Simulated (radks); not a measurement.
Sc I, configuration [Ar] 3d1 4s2. Method: Dirac Kohn-Sham, relativistic LDA (MacDonald-Vosko exchange, VWN5 correlation), spin-unpolarised, spherical densities, finite nucleus; open shells fill j = l - 1/2 first; Fermi nuclear charge, rms radius 3.5459 fm; computed with a radial shooting solver on a logarithmic mesh with Libxc functionals.

Normalised radial functions P(r) = r R(r) (large component), r in bohr:

r           3s1/2    4s1/2
0.008142   0.1412   0.0396
0.01215    0.1918   0.0538
0.01827    0.2494   0.0699
0.02747    0.2986   0.0837
0.04131    0.3088   0.0865
0.06212    0.2314   0.0645
0.09342    0.0212   0.0053
0.1405    -0.2984  -0.0844
0.2096    -0.5449  -0.1518
0.3152    -0.4234  -0.1115
0.4739     0.2029   0.0717
0.7127     0.9087   0.2488
1.072      1.0246   0.1684
1.612      0.5674  -0.1868
2.424      0.1512  -0.5142
3.616      0.0170  -0.5464
5.438      0.0005  -0.3154
8.177      0.0000  -0.0889
12.3       0.0000  -0.0098

3s1/2: eigenvalue -54.628 eV, 2 radial nodes at r = 0.0963, 0.425 bohr, <r> = 1.08 bohr, 90 % of the charge inside 1.62 bohr. 4s1/2: eigenvalue -4.285 eV, 3 radial nodes at r = 0.0960, 0.414, 1.33 bohr, <r> = 3.69 bohr, 90 % of the charge inside 5.56 bohr.
